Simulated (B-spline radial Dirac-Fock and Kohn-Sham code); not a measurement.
# Ionisation of each subshell: Sr³⁷⁺

System: Sr³⁷⁺ in the configuration 1s1; nuclear rms radius 4.224 fm (A = 88).

Input file task.json (cfg lists n, l and occupation; rrms is the nuclear radius in fm):

```json
{"items": [{
  "Z": 38,
  "q": 37,
  "cfg": [[1, 0, 1]],
  "A": 88,
  "rrms": 4.224,
  "do": ["binding"]
}]}
```

Command: `python xray_run.py task.json out`

Level of theory: multi-electron Dirac-Fock with separately optimised hole states, Breit and Lamb-shift corrections added in first order; a radial finite-basis atomic code. The model has no electron correlation. Energies are counted from the vacuum level.

All terms are in eV, carry their sign (relaxation lowers the binding energy) and add up to the binding energy; ⟨r⟩ is the mean radius of the orbital in the initial state.

| subshell | −ε (Koopmans) | relaxation | Gaunt | retardation | self-energy | vacuum polarisation | binding energy | ⟨r⟩ (bohr) |
| --- | --- | --- | --- | --- | --- | --- | --- | --- |
| K (1s) | 20039.2 | 0.00 | 0.00 | 0.00 | -15.47 | 1.67 | 20025.4 | 0.038 |

For the deepest level, K (1s), the Breit terms make up 0.000 % of the binding energy, QED -0.069 % and orbital relaxation 0.000 %.

Going to the tabulated ground configuration of the next ion removes an electron from K (1s), computed at 20025.4 eV. NIST lists 20025.27 eV as the ionisation energy of this species (theoretical), -0.10 eV from the computed value.
